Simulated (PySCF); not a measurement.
SMILES C=CBCl (PBE0/def2-SVP optimised geometry):

```
8

B      0.350    -0.945     0.000
H      1.557    -0.945     0.000
Cl    -0.451    -2.506     0.000
C     -0.460     0.363     0.000
C      0.173     1.550     0.001
H     -1.557     0.349     0.000
H     -0.362     2.506     0.001
H      1.267     1.605     0.001
```

Calculation: PBE0/def2-TZVP (PySCF).

**Question.** What are the frontier orbital energies and the dipole moment?

**Answer.** HOMO-2 -9.96 eV, HOMO-1 -8.47 eV, HOMO -8.46 eV, LUMO -2.10 eV, LUMO+1 0.90 eV; dipole moment 1.96 D.

On the same geometry PBE/def2-TZVP run with PySCF gives HOMO-2 -8.62 eV, HOMO-1 -7.38 eV, HOMO -7.07 eV, LUMO -3.04 eV, LUMO+1 -0.17 eV; dipole moment 1.83 D.

Meta-Löwdin charges at PBE0/def2-TZVP: B1 0.05, H2 0.01, Cl3 -0.07, C4 -0.21, C5 -0.16, H6 0.13, H7 0.13, H8 0.13.
